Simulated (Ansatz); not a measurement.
Saddle point of GeNH$_{6}$Br, closed shell (GeH₃Br ([GeH3][Br]) + NH₃ → GeNH₅ ([NH2][GeH3]) + HBr (still joined by a long H–N bond); bonds formed: Ge1–N7, Br2–H6; bonds broken: Ge1–Br2; bonds weakened to dative contacts: H6–N7), PBE0-D4/def2-TZVP structure:

Ge1  (-0.419, 0.079, -0.909)
Br2  (2.156, 0.585, -0.852)
H3  (-0.214, -1.301, -1.536)
H4  (-1.882, 0.061, -0.324)
H5  (-0.488, 1.302, -1.837)
H6  (1.026, -0.637, 1.132)
N7  (0.122, -0.170, 1.126)
H8  (-0.575, -0.670, 1.671)
H9  (0.274, 0.750, 1.530)
(Å)

Energies are electronic, without zero-point energy. Barriers and step energies count from the start structure reached by relaxing down the imaginary mode; all methods use the PBE0-D4 structures, on which another method's saddle can fall below an end. Ansatz 0.2.0; basis: def2-TZVPP, with def2-QZVPP for the basis limit; cores frozen in the correlated methods. Filled d shells of the heavier atoms are correlated. The def2 sets are not built for correlating such inner shells, so the correlated values are less sure here. B3LYP uses VWN-RPA correlation. Extrapolation: Hartree–Fock as exp(−7.88 √X), correlation as X^−2.97.

```csv
method,barrier (kJ/mol),step energy (kJ/mol)
SPW92,41.8,22.0
PBE-D4,59.6,47.4
BLYP-D4,66.9,51.8
r2SCAN-D4,63.6,48.5
B97M-V,70.0,65.5
PBE0-D4,64.5,51.2
B3LYP-D4,70.8,54.4
r2SCAN0-D4,67.0,51.5
BHLYP-D4,75.5,59.1
CAM-B3LYP-D4,?,52.5
wB97X-V,73.6,58.5
wB97M-V,?,59.8
B2PLYP,74.4,56.8
PBE-QIDH,69.2,53.8
RPA on PBE,78.8,68.5
HF,93.6,75.9
MP2,?,56.1
CCSD,80.0,64.3
CCSD(T),76.0,61.2
```

(1) Fill in the withheld barriers. (An estimate is asked for; the value comes from the calculation.)

The T1 diagnostic stays at or below 0.010.

Results:

(1) The calculation gives: wB97M-V 71.0; CAM-B3LYP-D4 73.6; MP2 74.6 kJ/mol. Each is the energy of the saddle less that of the start structure, by the same method.

For comparison, the barrier by CCSD(T) at an estimated basis limit (MP2 extrapolated from triple and quadruple zeta, plus CCSD(T) − MP2 in triple zeta) is 75.7 kJ/mol.

The step is the kind of exchange with an N–H group that builds nitride films in atomic layer and chemical vapour deposition.

Labels in which every atom is bracketed show which atoms are joined, not bond orders.

For scale, one of the runs: CCSD(T)/def2-TZVPP, 211 basis functions, launched by `ansatz run in.yaml --threads 4 --pin off --events-out ev --progress --plain --max-ram 9574MiB`. Time: 2.6 min of wall clock on 4 CPU threads of an Arm Neoverse V1; the host was shared. Peak host memory: 3 GiB.
